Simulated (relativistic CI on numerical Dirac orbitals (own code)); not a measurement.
# Electric-dipole lines of Mg III

Calculated at this level of theory: Dirac-Coulomb-Breit CI, separate exchange-only KLI orbitals for each configuration, QED by a radiative potential, valence Slater integrals scaled by 0.85, P86 correlation energy added to each configuration (own radial code, finite nucleus).

Configuration list (outside the closed core 1s2): 2s2 2p6, 2s2 2p5 3s, 2s2 2p5 3p, 2s2 2p5 3d, 2s2 2p5 4s, 2s2 2p5 4p, 2s2 2p5 4d, 2s2 2p5 4f, 2s2 2p5 5s, 2s2 2p5 5p, 2s2 2p5 5d, 2s2 2p5 5f, 2s2 2p5 5g, 2s2 2p4 3s2, 2s2 2p4 3s 3p, 2s 2p6 3s, 2s2 2p4 3p2, 2s2 2p4 3s 3d, 2s 2p6 3p. Levels of other configurations are missing.

| λ vac (nm) | Lower | Upper | A (s⁻¹) | E lower (cm⁻¹) | E upper (cm⁻¹) |
| --- | --- | --- | --- | --- | --- |
| 17.170 | 2s2 2p6 1S_0 [1] | 2s2 2p5 4d 1P°_1 [53] | 1.78e+10 | 0 | 582420 |
| 18.775 | 2s2 2p6 1S_0 [1] | 2s2 2p5 3d 1P°_1 [27] | 2.77e+10 | 0 | 532614 |
| 23.341 | 2s2 2p6 1S_0 [1] | 2s2 2p5 3s 1P°_1 [5] | 9.24e+09 | 0 | 428431 |
| 162.09 | 2s2 2p5 3p 3S_1 [6] | 2s2 2p5 3d 3P°_2 [18] | 6.41e+08 | 465515 | 527208 |
| 163.47 | 2s2 2p5 3p 3S_1 [6] | 2s2 2p5 3d 3P°_1 [17] | 7.61e+08 | 465515 | 526687 |
| 174.41 | 2s2 2p5 3p 3D_2 [8] | 2s2 2p5 3d 3F°_2 [21] | 3.42e+08 | 471574 | 528911 |
| 176.11 | 2s2 2p5 3p 3D_3 [7] | 2s2 2p5 3d 3F°_4 [19] | 1.15e+09 | 471031 | 527812 |
| 176.76 | 2s2 2p5 3p 3D_2 [8] | 2s2 2p5 3d 3F°_3 [20] | 9.40e+08 | 471574 | 528147 |
| 176.98 | 2s2 2p5 3p 3D_1 [9] | 2s2 2p5 3d 3F°_2 [21] | 7.44e+08 | 472407 | 528911 |
| 182.11 | 2s2 2p5 3p 3P_0 [13] | 2s2 2p5 3d 3D°_1 [23] | 3.98e+08 | 475494 | 530404 |
| 194.69 | 2s2 2p5 3s 3P°_1 [3] | 2s2 2p5 3p 3P_0 [13] | 5.05e+08 | 424131 | 475494 |
| 201.41 | 2s2 2p5 3s 3P°_0 [4] | 2s2 2p5 3p 1P_1 [11] | 1.60e+08 | 425123 | 474772 |
| 205.61 | 2s2 2p5 3s 3P°_2 [2] | 2s2 2p5 3p 3D_2 [8] | 1.64e+08 | 422937 | 471574 |
| 207.14 | 2s2 2p5 3s 3P°_1 [3] | 2s2 2p5 3p 3D_1 [9] | 2.58e+08 | 424131 | 472407 |
| 207.93 | 2s2 2p5 3s 3P°_2 [2] | 2s2 2p5 3p 3D_3 [7] | 4.36e+08 | 422937 | 471031 |
| 210.78 | 2s2 2p5 3s 3P°_1 [3] | 2s2 2p5 3p 3D_2 [8] | 2.58e+08 | 424131 | 471574 |
| 211.40 | 2s2 2p5 3s 1P°_1 [5] | 2s2 2p5 3p 3P_1 [14] | 1.90e+08 | 428431 | 475736 |
| 215.79 | 2s2 2p5 3s 1P°_1 [5] | 2s2 2p5 3p 1P_1 [11] | 2.10e+08 | 428431 | 474772 |
| 234.86 | 2s2 2p5 3s 3P°_2 [2] | 2s2 2p5 3p 3S_1 [6] | 1.95e+08 | 422937 | 465515 |
| 327.54 | 2s2 2p5 3d 3F°_4 [19] | 2s2 2p5 4p 3D_3 [33] | 1.26e+08 | 527812 | 558343 |

Terms are leading LS components. Brackets give the number of a level in order of energy, since labels repeat. The list gives strong lines, with weight on those to low levels, without lines whose two gauges differ by over a factor of 2.5, among the lowest 115 of 275 levels, so that lines to higher ones, which can be the strongest, are missing, and without lines across small gaps between configurations, and without 233 lines that miss the measured interval by over 3.5 %, start from a term whose rates miss tabulated ones by over 60 %, have gauges far apart or, lacking measured levels, span too small a gap for the errors found; lines with a level outside our table were not tested and can miss by more. Levels whose partners in the same complex of configurations lie outside the list can be far off, and so can their lines. Rates are taken at the computed energies, electric ones in the length gauge.

Correlation outside the listed configurations is missing or only estimated: errors of thousands of cm⁻¹ between configurations and terms are usual at this charge. Rates and lifetimes follow the computed energies and can be off by large factors. The fine structure of a lone outer electron comes out too small, for d and f at times inverted, and misplaced configurations move strength between like terms. 22 of the 33 excited levels that our extract of the measured tables holds in this range could be paired (the sources list more); they are missed by 3296 cm⁻¹ on average and 3918 at most, and levels without a partner can miss by more.

LS names give the leading component of a level, which can be under half, so a name can repeat, a term be missing and a line seem to break the LS rules.
